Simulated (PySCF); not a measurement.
Excitations are Tamm–Dancoff values on a coarser integration grid. The basis has no diffuse functions, so Rydberg states are missing or too high.

Z-matrix (Å, degrees):
```
Al
H 1 1.5705
H 1 1.5705 2 124.26
I 1 2.4857 2 117.87 3 180.00
```
Charge 0, spin multiplicity 1.

Question: Estimate the S1 excitation (TDA), HOMO, T1 excitation (TDA), total energy, S1–T1 gap (TDA), LUMO, dipole moment and HOMO–LUMO gap that TPSSh-D3(BJ)/def2-TZVP // B3LYP-D3(BJ)/def2-TZVP run with PySCF 2.14.0 returns for this input.

Answer: 
| Item | Value |
|---|---|
| S1 excitation (TDA) | 4.41 eV |
| HOMO | -7.09 eV |
| T1 excitation (TDA) | 4.27 eV |
| total energy | -14730.04 eV |
| S1–T1 gap (TDA) | 0.14 eV |
| LUMO | -2.17 eV |
| dipole moment | 0.99 D |
| HOMO–LUMO gap | 4.92 eV |
